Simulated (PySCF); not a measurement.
Structure with atom numbers: `[cH:1]1[cH:2][c:3]([SiH:4]2[CH2:5][CH2:6]2)[cH:7][cH:8][n:9]1`. Hydrogens are named by the atom that carries them. Ha(C5), Ha(C6) are cis to C3 on the ring; Hb(C5), Hb(C6) are trans to C3 on the ring.

PySCF 2.14.0 with density-fitted response routines calculation with shieldings: GIAO PBE0/pcSseg-1 and GFN2-xTB geometry; equivalent nuclei averaged, one computed conformer, in vacuum, no relativistic terms.

Predict the 2D correlation tables (HSQC, COSY, HMBC).

Answers



HSQC (one-bond C–H):
```tsv
δH	δC
8.88 (H(C1)/H(C8))	154.6 (C1/C8)
7.37 (H(C2)/H(C7))	133.2 (C2/C7)
0.97 (Ha(C5)/Ha(C6))	0.4 (C5/C6)
0.86 (Hb(C5)/Hb(C6))	0.4 (C5/C6)
```

COSY cross peaks (H two or three bonds apart, from the bond graph; peaks can be absent where the dihedral angle is near 90°):
```tsv
δH	δH
8.88 (H(C1)/H(C8))	7.37 (H(C2)/H(C7))
3.58 (H(Si4))	0.97 (Ha(C5)/Ha(C6))
3.58 (H(Si4))	0.86 (Hb(C5)/Hb(C6))
0.97 (Ha(C5)/Ha(C6))	0.86 (Hb(C5)/Hb(C6))
```

HMBC (two and three bonds, from the bond graph):
```tsv
δH	δC
8.88 (H(C1)/H(C8))	154.6 (C1/C8), 148.7 (C3), 133.2 (C2/C7)
7.37 (H(C2)/H(C7))	154.6 (C1/C8), 148.7 (C3), 133.2 (C2/C7)
3.58 (H(Si4))	148.7 (C3), 133.2 (C2/C7), 0.4 (C5/C6)
0.97 (Ha(C5)/Ha(C6))	148.7 (C3), 0.4 (C5/C6)
0.86 (Hb(C5)/Hb(C6))	148.7 (C3), 0.4 (C5/C6)
```

Shifts are taken against calculated references (same method and geometry level): ¹H and ¹³C vs TMS.

Short H···H contacts in this conformer between protons four or more bonds apart (candidates for NOE cross peaks, intensity ∝ r⁻⁶): Ha(C5)···H(C7) 2.75 Å.

Shifts are as computed. Against solution values, carbons near 30 ppm lie about +3 ppm off and those near 130 ppm about +5 ppm. Of 1211 compounds with measured shifts, 218 miss one by over three times the rms of a fit or turn the order of signals round; such compounds aren't used in these exercises.
